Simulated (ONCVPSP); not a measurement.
## What one change does to a pseudopotential (cobalt (Co), ONCV)

Co, optimised norm-conserving Vanderbilt (ONCV), made with ONCVPSP 4.0.1 (Wu-Cohen, scalar-relativistic). Core [Ar], reference 3d7 4s2. Waves: 4s: rc 2.10 bohr, ncon 4, nbas 8, qcut 3.8 1/bohr, 2 projectors, debl 1.9 Ha; p scattering state at 0.1 Ha: rc 1.95 bohr, ncon 4, nbas 8, qcut 3.7 1/bohr, 2 projectors, debl 1.1 Ha; 3d: rc 1.35 bohr, ncon 4, nbas 8, qcut 11.7 1/bohr, 2 projectors, debl 1.6 Ha. Local part: polynomial inside 1.00 bohr (lpopt 1, dvloc0 6 Ha). Core correction: Teter function fitted to the true core (icmod 2), fcfact 0.6.

Change: d: qcut 6.6.

Cutoffs: the cutoffs (Ha) at which the residual kinetic energy of the hardest occupied pseudo-wave falls to 1 and 0.1 mHa per electron; they do not see the model core or the augmentation charge, which bear on the density cutoff. Errors are all-electron minus pseudo energies relative to the spin-unpolarised reference configuration.

**Question.** What does the change do?

**Answer.** The potential gets harder (54 Ha and 60 Ha → 134 Ha and 179 Ha); of the 4 tests that both files solve, the error grows in 1 and shrinks in 3 by more than 15 % and 0.3 meV (median size 12.4 → 13.5 meV); neither file shows a bound ghost.

| quantity | base | changed |
| --- | --- | --- |
| cutoff, loose | 54 Ha | 134 Ha |
| cutoff, tight | 60 Ha | 179 Ha |
| loose cutoff by channel | s 5.1 Ha, d 54 Ha | s 5.1 Ha, d 134 Ha |
| bound ghosts | none | none |
| GHOST(+) flags under 300 eV | s at 40.7 eV, p at 69.2 eV | s at 40.7 eV, p at 69.2 eV |
| error for 3d7 4s1, meV [ΔE 9.06 eV] | -7.7 | -4.4 |
| error for 3d7 4s0, meV [ΔE 25.74 eV] | -17 | +4.0 |
| error for 3d6 4s0, meV [ΔE 61.62 eV] | -7.0 | +23 |
| error for 3d5 4s0, meV [ΔE 116.98 eV] | -588 | -163 |
| s: phases at 2.13 bohr within 0.05 rad from the reference energy up to (Ha; the scan ends near 5) | 4.3 | 4.3 |
| p: phases at 1.98 bohr within 0.05 rad from the reference energy up to (Ha; the scan ends near 5) | 2.3 | 2.3 |
| d: phases at 1.37 bohr within 0.05 rad from the reference energy up to (Ha; the scan ends near 5) | to the end of the scan | to the end of the scan |
| rms error of d²Exc/dni dnj with the model core, mHa | 3.57 | 3.39 |
